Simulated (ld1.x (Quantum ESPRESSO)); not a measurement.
What one change does to a pseudopotential (Cl, TM)

```json
{
 "Element": "Cl (Z = 17)",
 "Generator": "ld1.x (Quantum ESPRESSO) 7.5",
 "Type": "norm-conserving Troullier–Martins (Kleinman–Bylander form)",
 "Functional": "BP86",
 "Relativity": "fully relativistic",
 "Frozen core": "[Ne]",
 "Valence charge": "7",
 "Reference configuration": "3s2 3p5",
 "Partial waves": "3s (bound): rc 1.30 bohr; 3p (bound): rc 1.15 bohr; 3d channel at -0.1 Ry: rc 1.35 bohr",
 "Local potential": "the d channel",
 "Core correction": "Bessel-smoothed model core inside 1.15 bohr"
}
```

Open shells are filled in proportion to 2j + 1 (rel_dist='average').

All-electron outer shells of the reference configuration (BP86, scalar-relativistic, ld1.x):

```json
{"shell": "2s", "level (eV)": "-252.92", "outermost node (bohr)": "0.12", "outermost maximum (bohr)": "0.36"}
{"shell": "2p", "level (eV)": "-191.84", "outermost node (bohr)": "–", "outermost maximum (bohr)": "0.30"}
{"shell": "3s", "level (eV)": "-20.79", "outermost node (bohr)": "0.55", "outermost maximum (bohr)": "1.27"}
{"shell": "3p", "level (eV)": "-8.69", "outermost node (bohr)": "0.53", "outermost maximum (bohr)": "1.43"}
```

Change: all radii but the core radius scaled by about 0.77 (s 1.00, p 0.90, d 1.04 bohr).

Cutoffs: the cutoffs (Ry, on a coarse ladder) from which the occupation-weighted sum of valence levels, in a spherical-Bessel basis at the reference potential, stays within 10 and 1 mRy of its value at 400 Ry; they do not see the model core or the augmentation charge, which bear on the density cutoff. Errors are all-electron minus pseudo energies relative to the spin-unpolarised reference configuration.

Question: What does the change do?

Answer: A bound ghost appears in s, which as a rule spoils a file; of the 7 tests that both files solve, the error grows in 0 and shrinks in 3 by more than 15 % and 0.3 meV (median size 6.7 → 5.1 meV). Less of the atom is replaced, so other configurations are described better.

| quantity | base | changed |
| --- | --- | --- |
| cutoff, loose | 70 Ry | 230 Ry |
| cutoff, tight | 140 Ry | over 300 Ry |
| loose cutoff by channel (10 mRy a level) | s 30 Ry, p 15 Ry | s 80 Ry, p 160 Ry |
| bound ghosts | none | s |
| error for 3s2 3p4, meV [ΔE 13.96 eV] | +6.7 | -6.1 |
| error for 3s2 3p3, meV [ΔE 39.50 eV] | +40 | -39 |
| error for 3s2 3p2, meV [ΔE 77.90 eV] | +130 | -125 |
| error for 3s1 3p6, meV [ΔE 12.15 eV] | +1.4 | +0.9 |
| error for 3s2 3p5.3, meV [ΔE -2.17 eV] | +0.2 | -0.5 |
| error for 3s2 3p4.5, meV [ΔE 5.63 eV] | +1.4 | -1.0 |
| error for 3s1 3p5, meV [ΔE 26.68 eV] | +12 | +5.1 |

 A true bound ghost makes a file unfit for plane-wave use even where its test errors are small: the radial tests pick states by their node count and pass the ghost by.
